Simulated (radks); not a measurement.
The numbers below are computed, except where a source is named.
Question: Coherent X-ray form factor from a spherical all-electron density. Level of theory: Dirac Kohn-Sham, BLYP, spin-unpolarised, spherical densities, finite nucleus; Fermi nuclear charge, rms radius of each element as measured or else 0.836 A^(1/3) + 0.57 fm (a radial shooting solver on a logarithmic mesh with Libxc functionals).

sin(theta)/lambda (1/angstrom),f0 (electrons)
0.05,48.671
0.1,47.718
0.15,46.232
0.2,44.341
0.25,42.191
0.3,39.915
0.4,35.390
0.5,31.287
0.6,27.766
0.8,22.417
1,18.899
1.25,16.020
1.5,13.780
2,9.871

The species is in the configuration that NIST lists as its ground one. Which atom or ion scatters so?

Answer: The cerium ion Ce9+, [Kr] 4d10 5s2 5p1. Extrapolating in s^2 from the first two rows gives f0(0) = 49.0, near the electron count 49; among species with that count, the fall with angle is slower the higher Z, and the table is that of Z = 58; from so few rows the species is fixed only to a neighbour or two.
